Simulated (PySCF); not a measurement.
**Computed vibrations of [Ce(OH)2]2+**

[Ce(OH)2]2+ (singlet). PySCF 2.14.0, RKS PBE0, Ce lcecp-2-SVP with ECP46, O def2-SVP, H def2-SVP; non-relativistic Hamiltonian with scalar-relativistic core potentials where named; density fitting; no spin-orbit coupling. Central differences of gradients.

```xyz
5

Ce    0.0000    0.0000   -0.2413
O     1.5083   -0.0339    0.9499
H     2.1739   -0.0488    1.6750
O    -1.5083    0.0339    0.9499
H    -2.1739    0.0488    1.6750
```

Run from Python with OMP_NUM_THREADS=2. Where DIIS fails, smearing, a level shift and second-order steps follow.
It took 24 s on 2 threads of Arm Neoverse V1 (shared host).

Problem. What are the harmonic wavenumbers and infrared intensities?

Solution. Modes are labelled in C2v; negative numbers are unstable modes, those under 60 cm⁻¹ near the noise; a finer grid moves soft modes by up to 10 cm⁻¹.
```tsv
cm⁻¹	km/mol	symmetry
196	0.1	a1
509	266.5	b2
578	236.3	a1
634	0.0	a2
664	534.1	b1
802	169.2	b2
837	57.6	a1
3646	1098.6	b2
3667	748.1	a1
```

Problem. Is this a minimum?

Solution. Yes. Ideal gas at 298.15 K and 1 bar: S = 288.5 J/(mol K), Cp = 63.6 J/(mol K), H − H(0 K) = 13.5 kJ/mol (rigid rotor, harmonic modes, spin degeneracy alone).
